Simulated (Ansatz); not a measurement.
`C[SiH2]SS` + HCl → `SS[SiH2]Cl` + CH₄  (ligand exchange at the Si–C bond)

Program: Ansatz. Geometries: PBE0-D4/def2-TZVP. ΔE: electronic, gas phase. CCSD(T)/CBS is the MP2 limit (def2-TZVPP, def2-QZVPP) plus CCSD(T) − MP2 in def2-TZVPP, frozen cores. This one scheme is used for every species. One conformer a species, not always the lowest.

```csv
species,MP2/def2-SVP energy (Eh)
`C[SiH2]SS`,-1125.51838
HCl,-460.08324
`SS[SiH2]Cl`,-1545.30855
CH₄,-40.33046
```

Q: Work out ΔE.

A: ΔE = (-1545.30855) + (-40.33046) − (-1125.51838) − (-460.08324) = -0.03739 Eh = -23.5 kcal/mol. CCSD(T)/CBS gives -23.8 kcal/mol.

Largest T1 diagnostic among the species: 0.011.

At CCSD(T), def2-SVP lies +1.1 kcal/mol from the extrapolated value and def2-TZVPP +1.0 kcal/mol. Leaving LDA and LC-ωPBE aside and taking each functional with its dispersion term where it has one, the values, not all of them listed here, spread over 1.6 kcal/mol, from BHLYP-D4 to revPBE-D4. LDA lies +1.4 kcal/mol from PBE without D4.
